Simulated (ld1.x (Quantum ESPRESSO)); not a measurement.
**vanadium (V), TM: configuration errors across variants**

ld1.x (Quantum ESPRESSO) 7.5 input, shortened:

```
&input
   title='V', zed=23., rel=1, dft='PBE', iswitch=3,
   config='[Ar] 3d3 4s2 4p0'
 /
 &inputp
   pseudotype=2, tm=.true., lloc=0,
   nlcc=.false.
 /
3
3P  2  1   6.00   0.00  0.90  0.90  0.0
3D  3  2   3.00   0.00  2.40  2.40  0.0
3S  1  0   2.00   0.00  1.10  1.10  0.0
 &test
   configts(1)='3s2 3p6 3d3 4s2 4p0'
 /
```

Occupied shells without a wave of their own: 4s. They enter only through the test configuration that unscreens the potential.

All-electron excitation energies from the reference (eV): (1) 3s2 3p6 3d3 4s1 4p0 7.735; (2) 3s2 3p6 3d3 4s0 4p0 22.031; (3) 3s2 3p6 3d2 4s0 4p0 50.928; (4) 3s2 3p6 3d4 4s0 4p0 7.197; (5) 3s1 3p6 3d3 4s2 4p0 77.430; (6) 3s2 3p6 3d1 4s0 4p0 96.802; (7) 3s2 3p6 3d4 4s1 4p0 0.586.

For the base: The 4s level has no wave, so the channel is fitted at the deeper level alone: the likely source of the large errors.

The file “wave 3s (bound): rc 1.10 bohr becomes 3s (bound): rc 1.40 bohr” misses its own reference levels by 0.4 eV. The file “wave 3s (bound): rc 1.10 bohr becomes 3s (bound): rc 1.48 bohr” misses its own reference levels by 0.6 eV. The file “wave 3s (bound): rc 1.10 bohr becomes 3s (bound): rc 1.64 bohr” misses its own reference levels by 0.9 eV.

Errors AE − PS in meV (a dash: test not solved or not reliable):

```tsv
change	(1)	(2)	(3)	(4)	(5)	(6)	(7)	bound ghosts
base	-124	-328	-412	-85	-317	+389	-19	none
wave 3s (bound): rc 1.10 bohr becomes 3s (bound): rc 0.74 bohr	-58	-157	-148	+14	-322	+755	+16	none
wave 3s (bound): rc 1.10 bohr becomes 3s (bound): rc 0.82 bohr	-45	-121	-92	+34	-328	+833	+23	none
wave 3s (bound): rc 1.10 bohr becomes 3s (bound): rc 0.96 bohr	-59	-159	-151	+12	-326	+751	+15	none
wave 3s (bound): rc 1.10 bohr becomes 3s (bound): rc 1.16 bohr	-172	-456	-607	-158	-311	+119	-46	none
wave 3s (bound): rc 1.10 bohr becomes 3s (bound): rc 1.40 bohr	-585	-1538	-2251	-790	-278	-2145	-273	none
wave 3s (bound): rc 1.10 bohr becomes 3s (bound): rc 1.48 bohr	-761	-1998	-2940	-1065	-272	-3088	-374	none
wave 3s (bound): rc 1.10 bohr becomes 3s (bound): rc 1.64 bohr	-1203	-3148	-4636	-1769	-274	-5389	-635	none
```

Task: Give the same row for: wave 3s (bound): rc 1.10 bohr becomes 3s (bound): rc 1.24 bohr.

Result: -279, -737, -1038, -321, -299, -477, -104; bound ghosts: none.
